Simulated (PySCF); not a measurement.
Compound: C₇H₉FO.
SMILES: `C1[C@H]2CC(=O)[C@@H]([C@@H]1F)C2`

Linear response at CAM-B3LYP/def2-SVPD (PySCF, frozen core in the response, non-relativistic). Isolated species at its PBE0-D3(BJ)/def2-SVP geometry, gas phase.

Static isotropic polarisability: 77.20 au (11.44 Å³), principal values 70.9, 77.3, 83.4 au.

Q: What is the polarisability at 1064 nm and at the sodium D line?

A: 77.67 au at 1064 nm (+0.6 %), 78.79 au at 589.3 nm (+2.1 %). The rise at 589.3 nm is 3.33 times that at 1064 nm; a pure ω² law gives 3.26. The lowest singlet lies at 291 nm, shorter than both wavelengths.

Q: What is the isotropic C6 coefficient between two such molecules, C6 = (3/π)∫α(iω)² dω?

A: 2814 au (Eh·bohr⁶) by a ten-point quadrature over imaginary frequencies, which is 1680 eV·Å⁶ or 162 J·nm⁶/mol.

Q: Which effective excitation energy ω̄ makes London's formula C6 = (3/4)α²ω̄ exact here?

A: ω̄ = 4·C6/(3α²) = 0.630 Eh = 17.1 eV. A one-pole form α(ω) = α/(1 − ω²/ω̄²) fitted to the 1064 nm value gives 14.9 eV. London's choice of the ionisation energy (9.54 eV, ΔSCF at the same level) gives C6 = 1570 au, 44 % too low.

Q: How anisotropic is the static polarisability, by Δα² = ½[(α1 − α2)² + (α2 − α3)² + (α3 − α1)²]?

A: Δα = 10.9 au, or 0.14 of the isotropic value.

Q: The lowest 6 singlets have (eV, f): 4.25, 0.000; 7.13, 0.022; 7.80, 0.075; 7.88, 0.015; 8.02, 0.010; 8.06, 0.003. What share of the static polarisability do they carry in the sum over states α = Σ f/ω²?

A: 1.55 au, 2.0 % of α; the largest term, 0.91 au, is that of the state at 7.80 eV. Their oscillator strengths add up to 0.12. Higher states carry the rest.

Q: What three-body coefficient follows from the one-pole estimate C9 = (3/4)·α·C6?

A: 163000 au. This is an estimate from the two numbers above, not a computed integral.

Q: How many electrons N does the Slater–Kirkwood formula C6 = (3/4)·√N·α^(3/2) need to give this C6?

A: N = (4·C6/3)²/α³ = 30.6; the species has 68 electrons in all.
